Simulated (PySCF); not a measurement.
TeF₃, SMILES F[Te](F)F, multiplicity 2.

Coordinates come from a B3LYP-D3(BJ)/def2-SVP optimisation. The multiplicity is an assumed one; other spin states were not compared. The isomer is the one that the SMILES or the coordinates give; other isomers of the formula were not compared. The def2 effective core potentials stand for the cores of Te; spin–orbit coupling is left out.

Computed with CAM-B3LYP/def2-TZVPD (PySCF).

The molecule is in vacuum.

Task: Estimate the frontier levels, dipole moment and polarisability. (Estimate from the structure and the level; the computed values follow.)

Result: 
```json
{
  "α spin, highest occupied and lowest empty level": "-9.76 and -2.05 eV",
  "β spin, highest occupied and lowest empty level": "-11.59 and -4.13 eV",
  "dipole_moment": "2.59 D",
  "quadrupole, principal values (traceless, Buckingham form, about the centre of nuclear charge)": "-12.55, 4.26, 8.29 D·Å",
  "mean_static_polarisability": "40.0 bohr³ (5.93 Å³)",
  "polarisability_principal_values": "32.0, 38.2, 49.8 bohr³",
  "⟨S²⟩": "0.754 (pure state 0.75)"
}
```
